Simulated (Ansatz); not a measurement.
# Strength of the C–Si bond: SiH3(CF3) → SiH3 + CF3

Species: SiH3(CF3), singlet; SiH3 (silyl radical) `[SiH3]`, doublet; CF3 (trifluoromethyl radical) `F[C](F)F`, doublet. 

Shapes, held fixed at every level: PBE0-D4/def2-TZVP. Programs: Ansatz 0.2.0. The zero-point and thermal change to 298 K, harmonic and unscaled (PBE0-D4/def2-TZVP), is -10.2 kJ/mol.

```
               level                    kind  ΔH(298 K) (kJ/mol)  less CCSD(T)/CBS estimate  CPU time (sum over the molecules)
      MP2/def2-TZVPP     perturbation theory              +352.9                       -8.3                                  –
    SPW92/def2-TZVPP                     LDA              +384.8                      +23.6                              5.3 s
   PBE-D4/def2-TZVPP                     GGA              +335.1                      -26.1                               11 s
r2SCAN-D4/def2-TZVPP                meta-GGA              +323.8                      -37.4                               21 s
  wB97X-V/def2-TZVPP  range-separated hybrid              +358.4                       -2.8                               32 s
    CCSD(T)/def2-SVP   coupled cluster or CI              +328.3                      -32.9                               14 s
  CCSD(T)/def2-TZVPP   coupled cluster or CI              +346.1                      -15.1                            5.2 min
CCSD(T)/CBS estimate   coupled cluster or CI              +361.2                        0.0                            6.7 min
```

The highest level, CCSD(T)/CBS estimate, gives ΔH(298 K) = +361.2 kJ/mol; the levels span +323.8 to +384.8. The column of differences is taken from that level and isn't an error. No measured value is set beside it here. Open shells run unrestricted. The CBS estimate extrapolates MP2 from def2-TZVPP and def2-QZVPP and adds CCSD(T) − MP2 in the triple-zeta set, cores frozen. Times are processor times on shared x86 and Arm servers, and rough.
